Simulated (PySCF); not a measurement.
`C#C[C@@]1(C=C)CNBN1`, C₆H₉BN₂

Geometry (Å), atoms numbered from 1 in this order:
```xyz
18

C    -0.446    2.959    0.019
C    -0.318    1.781   -0.155
C    -0.158    0.338   -0.314
C    -1.512   -0.252   -0.652
C    -2.010   -1.337   -0.094
C     0.871    0.012   -1.441
N     1.898   -0.755   -0.776
B     1.657   -0.896    0.597
N     0.445   -0.246    0.870
H    -0.556    3.994    0.152
H    -2.053    0.288   -1.418
H    -1.467   -1.879    0.663
H    -2.973   -1.731   -0.375
H     0.390   -0.564   -2.243
H     1.274    0.936   -1.877
H     2.662   -1.083   -1.338
H     2.330   -1.453    1.368
H    -0.041   -0.105    1.737
```

Level of theory: GIAO B3LYP/pcSseg-1 magnetisability, rotational g tensor and spin-rotation constants, non-relativistic, gas phase (PySCF 2.14.0). Geometry: GFN2-xTB.

Q: Give the nuclear spin-rotation constants along the inertial axes (H = +C I·J) beside the isotropic shieldings.

A: Rotational constants 2.0525, 1.6966, 1.2285 GHz. A star marks the isotopologue with that one atom substituted, in its own axes.
```
atom  isotope  Caa (kHz)  Cbb (kHz)  Ccc (kHz)  mean (kHz)  σ (ppm)
  N7      14N      0.183      0.106      0.050       0.113    181.1
  B8      11B      0.583      0.322      0.350       0.418     74.4
  N9      14N      0.111      0.118      0.118       0.116    159.7
 H10       1H     -0.047     -0.124     -0.141      -0.104     30.0
 H11       1H     -0.013     -0.173     -0.003      -0.063     25.5
 H12       1H     -0.031     -0.168     -0.011      -0.070     26.3
 H13       1H     -0.190      0.104     -0.118      -0.068     26.5
 H14       1H     -0.219     -0.070     -0.008      -0.099     28.2
 H15       1H     -0.175      0.015     -0.084      -0.081     27.7
 H16       1H     -0.032     -0.174     -0.106      -0.104     29.6
 H17       1H     -0.020     -0.169     -0.025      -0.071     27.8
 H18       1H     -0.201     -0.205      0.023      -0.128     29.3
  C1     13C*      0.305      0.421      0.375       0.367    106.9
  C2     13C*      0.241      0.473      0.490       0.401     88.1
  C3     13C*      0.438      0.394      0.237       0.356    121.7
  C4     13C*      0.707      0.658      0.416       0.594     27.4
  C5     13C*      0.520      0.634      0.328       0.494     65.2
  C6     13C*      0.413      0.395      0.287       0.365    115.2
```
For the geometry as given, no vibrational averaging.
